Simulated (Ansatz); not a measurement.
Mg₂F₄, relaxed as a singlet with RKS PBE0-D4/def2-SVP in Ansatz, starting from the GFN1-xTB geometry. Force threshold 0.02 eV/Å.

The structure comes from a short search, and lower isomers may exist.

Start:

```xyz
6

Mg    1.020    0.093   -0.922
Mg   -1.033   -0.107    0.908
F    -2.225   -0.195    2.087
F     2.251    0.228   -2.056
F     0.081    1.180    0.220
F    -0.095   -1.197   -0.237
```

```csv
step,energy (eV),largest force component (eV/Å),SCF passes
1,-21737.4061,1.712,23
2,-21737.5942,0.936,29
3,-21737.6956,0.077,28
4,-21737.6978,0.015,28
```

Force components are those of the run's own axes.

End:

Cartesian coordinates in Å:
```
Mg 1.067 0.102 -0.976
Mg -1.062 -0.104 0.981
F -2.363 -0.222 2.158
F 2.349 0.228 -2.173
F 0.099 1.208 0.235
F -0.090 -1.212 -0.225
```

By distances, no bond broke or formed. The bond that changes most is Mg2–F3, from 1.68 to 1.76 Å (atoms count from 1).

No frequencies were taken in this run, so the end may be a saddle point.

Run time 4.4 s (4 threads of Arm Neoverse V2 on a shared host).
